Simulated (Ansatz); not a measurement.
C2H6BF (`CB(C)F`). Total charge 0; spin multiplicity 1.

Cartesian coordinates in Å:
```
C -0.0156 0.7565 1.1741
B -0.4097 -0.3477 0.1411
C 0.2604 -0.5484 -1.2564
F -1.3964 -1.1857 0.4775
H 0.3523 1.6682 0.6982
H 0.8170 0.3709 1.7778
H -0.8236 1.0034 1.8654
H -0.2794 0.0765 -1.9807
H 0.1944 -1.5774 -1.6155
H 1.3004 -0.2164 -1.2815
```

Task: List the harmonic frequencies (cm⁻¹, unscaled) at PBE0-D4/def2-TZVP in Ansatz. (Best estimate.)

Result: The calculation gave: 44, 95, 298, 380, 412, 669, 737, 824, 896, 956, 1176, 1288, 1349, 1351, 1443, 1447, 1462, 1463, 3033, 3034, 3104, 3105, 3144, 3145.

Task: Is this a minimum?

Result: Yes, all 24 modes are real.

Task: Give the ideal-gas thermochemistry at 298.15 K and 1 bar (rigid rotor, harmonic oscillator; point group C2, symmetry number 2).

Result: Zero-point energy 208.5 kJ/mol; H(298) − E = 226.6 kJ/mol; entropy 312.2 J/(mol·K), of which translation 159.9, rotation 97.0, vibration 55.3; G(298) − E = 133.5 kJ/mol. Modes under 100 cm⁻¹ are hindered rotations or soft bends, so the harmonic entropy is rough.

Task: And at 400, 500, 600, 800 and 1000 K?

Result: 
```json
{"T (K)": "400", "H − E (kJ/mol)": "236.3", "S (J/mol/K)": "340.2", "G − E (kJ/mol)": "100.2"}
{"T (K)": "500", "H − E (kJ/mol)": "247.6", "S (J/mol/K)": "365.4", "G − E (kJ/mol)": "64.9"}
{"T (K)": "600", "H − E (kJ/mol)": "260.4", "S (J/mol/K)": "388.7", "G − E (kJ/mol)": "27.2"}
{"T (K)": "800", "H − E (kJ/mol)": "289.5", "S (J/mol/K)": "430.4", "G − E (kJ/mol)": "-54.8"}
{"T (K)": "1000", "H − E (kJ/mol)": "322.3", "S (J/mol/K)": "466.9", "G − E (kJ/mol)": "-144.6"}
```

Task: Rotational constants (cm⁻¹)?

Result: 0.296, 0.2474, 0.1417.
